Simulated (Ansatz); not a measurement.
Program: Ansatz. Geometries: PBE0-D4/def2-TZVP. ΔE: electronic, gas phase. CCSD(T)/CBS adds triple-zeta CCSD(T) − MP2 to the extrapolated MP2 energy (def2 sets, frozen cores). Functionals use def2-TZVPP. B3LYP here is the variant with VWN-RPA as its local correlation; programs differ in this. One conformer a species, not always the lowest.

Reaction (isomerisation): `CN(C)[Si]O` → `C/C(O)=N\[SiH3]`

```csv
level,ΔE (kJ/mol)
B3LYP-D4,51.1
ωB97X-V,43.0
B2PLYP,49.7
MP2/def2-TZVPP,55.4
CCSD(T)/def2-TZVPP,55.8
HF/def2-QZVPP,23.7
MP2/def2-QZVPP,56.9
CCSD/CBS(def2),58.1
```

Task: What does CCSD(T)/CBS give? (Estimate.)

Result: Ansatz gave: +57.7 kJ/mol. The listed levels differ from it by -6.6, -14.7, -8.0, -2.3, -1.9, -34.0, -0.8, 0.4 kJ/mol.

Largest T1 diagnostic among the species: 0.013.

In def2-TZVPP, CCSD(T) changes the Hartree–Fock value by +33.2 kJ/mol (the triples alone add −0.4 kJ/mol) and MP2 by +32.9 kJ/mol. The D4 term adds +3.8 kJ/mol with B3LYP and +1.8 kJ/mol with PBE0; it sums over pairs of atoms, weighted by their polarisabilities, and B3LYP, whose exchange is more repulsive, gets the larger term.
